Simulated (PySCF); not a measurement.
A structure optimised at PBE0-D3(BJ)/def2-SVP, used in a PySCF frequency run:

```xyz
12

C      0.5638    -1.6757     0.0000
As    -0.4272    -0.0583     0.0000
C      0.4657     0.8556     1.4943
C      0.4657     0.8556    -1.4943
H      0.6980    -2.2354     0.9315
H      0.6980    -2.2354    -0.9315
H      0.0786     1.8820     1.5706
H      0.2304     0.3279     2.4299
H      1.5556     0.8807     1.3544
H      0.2304     0.3279    -2.4299
H      1.5556     0.8807    -1.3544
H      0.0786     1.8820    -1.5706
```
Charge 0, spin multiplicity 2.

### Question
Write its SMILES, formula and point group.

### Answer
[CH2][As](C)C, C₃H₈As, Cs

### Question
What are its rotational constants (standard atomic weights)?

### Answer
5.1288, 4.8605, 3.4501 GHz
